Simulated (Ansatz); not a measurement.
One change: `OC(F)(F)[SiH3]` becomes `OC(O)(F)[SiH3]`.

Ansatz, PBE0-D4/def2-TZVP geometries, multiplicity 1. Each molecule was computed in one conformer, which needn't be the lowest.

| property | `OC(F)(F)[SiH3]` |
| --- | --- |
| HOMO–LUMO gap (PBE/def2-TZVPP) / eV | 7.40 |
| LUMO energy (ωB97M-V/def2-TZVPP) / eV | 2.00 |
| size of the dipole moment (PBE/def2-TZVPP) / D | 0.71 |
| HOMO energy (PBE/def2-TZVPP) / eV | -7.85 |
| HOMO–LUMO gap (PBE0/def2-TZVPP) / eV | 9.75 |
| HOMO energy (PBE0/def2-TZVPP) / eV | -9.38 |

Problem. Give the same properties after the change, and the shifts. (Estimate.)

Solution. Ansatz gave: 
| property | `OC(O)(F)[SiH3]` | shift |
| --- | --- | --- |
| HOMO–LUMO gap (PBE/def2-TZVPP) / eV | 6.42 | -0.98 |
| LUMO energy (ωB97M-V/def2-TZVPP) / eV | 1.88 | -0.12 |
| size of the dipole moment (PBE/def2-TZVPP) / D | 1.87 | 1.16 |
| HOMO energy (PBE/def2-TZVPP) / eV | -6.93 | 0.92 |
| HOMO–LUMO gap (PBE0/def2-TZVPP) / eV | 8.78 | -0.97 |
| HOMO energy (PBE0/def2-TZVPP) / eV | -8.46 | 0.92 |

With PBE0 the HOMO rises by 0.92 eV and the LUMO falls by 0.05 eV, so the gap narrows by about 0.97 eV. PBE moves the HOMO by 0.92 eV and ωB97M-V by 0.90 eV. Dipoles are sizes alone; their direction can turn.
